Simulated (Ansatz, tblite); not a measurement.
Forces on the cluster Au9⁺ at its PBE0-D4/def2-SVP geometry. Total charge 1; singlet.

In the def2 sets Au takes a core potential; there is no spin–orbit coupling. The xTB rows come from tblite. The structure comes from a short search, and lower isomers may exist.

GFN1-xTB (tblite), largest force 0.33 eV/Å:

```xyz
9
positions Å, forces eV/Å
Au   -1.208   -0.860   -1.390   -0.039   -0.067   -0.067
Au    0.224    2.972    1.062    0.051   -0.262   -0.136
Au   -1.267    0.693    1.053   -0.059    0.032    0.049
Au    1.628    0.630    1.042    0.092    0.038    0.021
Au   -0.109    0.226   -3.540   -0.077    0.031    0.316
Au    2.832   -1.716    1.275   -0.281    0.165   -0.017
Au    0.208   -1.796    0.931    0.012   -0.100    0.015
Au   -2.520   -1.716    0.847    0.259    0.093   -0.120
Au    0.212    1.566   -1.279    0.042    0.071   -0.061
```

GFN2-xTB (tblite), largest force 0.70 eV/Å:

```
Au -0.105 -0.171 -0.550
Au -0.143 0.006 0.090
Au -0.499 0.273 0.414
Au 0.552 -0.074 0.177
Au -0.039 0.016 0.153
Au -0.136 0.079 -0.006
Au 0.329 -0.457 0.160
Au -0.079 0.116 0.095
Au 0.119 0.212 -0.533
```

PBE-D4/def2-TZVP (Ansatz), largest force 0.25 eV/Å:

```
Au 0.060 0.041 0.097
Au 0.002 -0.231 -0.094
Au 0.098 -0.054 -0.082
Au -0.103 -0.017 -0.062
Au -0.041 0.015 0.205
Au -0.179 0.105 -0.021
Au -0.032 0.103 -0.056
Au 0.205 0.117 -0.078
Au -0.010 -0.079 0.091
```
